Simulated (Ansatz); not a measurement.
`C[SiH2]OB(O)O` and `OB(O)O[SiH3]` differ in one atom or group.

Ansatz, PBE0-D4/def2-TZVP geometries, multiplicity 1. Each molecule was computed in one conformer, which needn't be the lowest.

| property | `C[SiH2]OB(O)O` |
| --- | --- |
| size of the dipole moment (ωB97M-V/def2-TZVPP) / D | 0.67 |
| HOMO energy (ωB97M-V/def2-TZVPP) / eV | -10.90 |
| LUMO energy (B3LYP/def2-TZVPP) / eV | 0.17 |
| size of the dipole moment (PBE/def2-TZVPP) / D | 0.70 |
| LUMO energy (PBE/def2-TZVPP) / eV | -0.34 |
| HOMO–LUMO gap (B3LYP/def2-TZVPP) / eV | 8.56 |

Question: Give the same properties after the change, and the shifts. (Estimate.)

Answer: Ansatz gave: 
| property | `OB(O)O[SiH3]` | shift |
| --- | --- | --- |
| size of the dipole moment (ωB97M-V/def2-TZVPP) / D | 0.79 | 0.12 |
| HOMO energy (ωB97M-V/def2-TZVPP) / eV | -11.26 | -0.36 |
| LUMO energy (B3LYP/def2-TZVPP) / eV | -0.14 | -0.31 |
| size of the dipole moment (PBE/def2-TZVPP) / D | 0.81 | 0.11 |
| LUMO energy (PBE/def2-TZVPP) / eV | -0.70 | -0.36 |
| HOMO–LUMO gap (B3LYP/def2-TZVPP) / eV | 8.59 | 0.03 |

Dipoles are sizes alone; their direction can turn.

B3LYP here is the variant with VWN-RPA as its local correlation; programs differ in this.
